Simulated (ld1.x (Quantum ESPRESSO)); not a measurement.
How hard is this boron TM potential?

- Element: boron
- Generator: ld1.x (Quantum ESPRESSO) 7.5
- Type: norm-conserving Troullier–Martins (Kleinman–Bylander form)
- Functional: PBE
- Relativity: scalar-relativistic
- Frozen core: [He]
- Valence charge: 3
- Reference configuration: 2s1.5 2p1.5
- Partial waves: 2s (bound): rc 1.45 bohr; 2p (bound): rc 2.60 bohr; 3d channel at 0.35 Ry: rc 1.88 bohr
- Local potential: all-electron potential smoothed inside 1.55 bohr (lloc = -2)
- Core correction: none

The pseudo-atom Hamiltonian at the reference potential is diagonalised in spherical Bessel functions j_l(qr) that vanish at 20 bohr, with q² up to the cutoff. All-electron valence levels (Ry): 2s -0.7125, 2p -0.2824.

Problem. How do the lowest levels (Ry) of each channel move with the cutoff, and are there ghosts?

Solution.

| cutoff (Ry) | s #1 | p #1 | d #1 | f #1 | f #2 | Σ f·Δε (mRy) |
| --- | --- | --- | --- | --- | --- | --- |
| 8 | -0.6692 | -0.2297 | 0.0648 | 0.1124 | 0.2422 | 144.2 |
| 10 | -0.6810 | -0.2544 | 0.0648 | 0.1124 | 0.2422 | 89.4 |
| 15 | -0.6999 | -0.2802 | 0.0648 | 0.1124 | 0.2422 | 22.2 |
| 18 | -0.7075 | -0.2820 | 0.0648 | 0.1124 | 0.2422 | 8.3 |
| 21 | -0.7099 | -0.2823 | 0.0648 | 0.1124 | 0.2422 | 4.1 |
| 30 | -0.7113 | -0.2824 | 0.0648 | 0.1124 | 0.2422 | 1.8 |
| 35 | -0.7114 | -0.2824 | 0.0648 | 0.1124 | 0.2422 | 1.8 |
| 40 | -0.7115 | -0.2824 | 0.0648 | 0.1124 | 0.2422 | 1.5 |
| 45 | -0.7117 | -0.2824 | 0.0648 | 0.1124 | 0.2422 | 1.2 |
| 55 | -0.7123 | -0.2824 | 0.0648 | 0.1124 | 0.2422 | 0.4 |
| 60 | -0.7124 | -0.2824 | 0.0648 | 0.1124 | 0.2422 | 0.2 |
| 400 | -0.7125 | -0.2824 | 0.0648 | 0.1124 | 0.2422 | 0.0 |

Result: no extra level below or beside the all-electron valence levels (s, p, d, f tested); 10 mRy is reached at 18 Ry and 1 mRy at 50 Ry.
